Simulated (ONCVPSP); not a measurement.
# K: excitation energies, all-electron against ONCV

```json
{
 "Element": "potassium (K)",
 "Generator": "ONCVPSP 4.0.1",
 "Type": "optimised norm-conserving Vanderbilt (ONCV)",
 "Functional": "LDA (Perdew-Wang 92)",
 "Relativity": "scalar-relativistic",
 "Frozen core": "[Ne] 3s2",
 "Valence charge": "7",
 "Reference configuration": "3p6 4s0.5 (charge +0.5)",
 "Partial waves": "4s: rc 4.08 bohr, ncon 5, nbas 8, qcut 2 1/bohr, 1 projector; 3p: rc 2.00 bohr, ncon 3, nbas 7, qcut 8.2 1/bohr, 1 projector; d scattering state at 0.39 Ha: rc 3.56 bohr, ncon 5, nbas 9, qcut 3.3 1/bohr, 2 projectors, debl 2.1 Ha",
 "Local potential": "polynomial inside 1.28 bohr (lpopt 1, dvloc0 -1 Ha)",
 "Core correction": "Teter function, fcfact 5.75, rcfact 1.6"
}
```

In the d channel the program set the typed energies aside and used -0.061, 2.039 Ha.

Energies are relative to the spin-unpolarised reference configuration 3p6 4s0.5; without spin polarisation the order of configurations can differ from experiment.

```csv
valence configuration,charge,ΔE all-electron (eV),error AE − PS (meV)
3p6 4s0 4p1,0,-0.080,+2.4
3p6 3d1 4s0,0,0.803,+2.0
```

Q: What are ΔE and the potential's error for 3p6 4s1?

A: ΔE = -1.708 eV all-electron; the error (AE − PS) is +1.3 meV.

Q: What are ΔE and the potential's error for 3p6 4s0?

A: ΔE = 2.695 eV all-electron; the error (AE − PS) is +2.3 meV.

Levels in the configuration 3p6 4s0 4p1:

```json
{"level": "3p", "all-electron (eV)": "-20.318", "pseudo (eV)": "-20.260"}
{"level": "4p", "all-electron (eV)": "-1.410", "pseudo (eV)": "-1.410"}
```

Note: ghosts flagged at negative energy: s at -70.6 eV; GHOST(+) flagged for d at 60.2 eV. A true bound ghost makes a file unfit for plane-wave use.
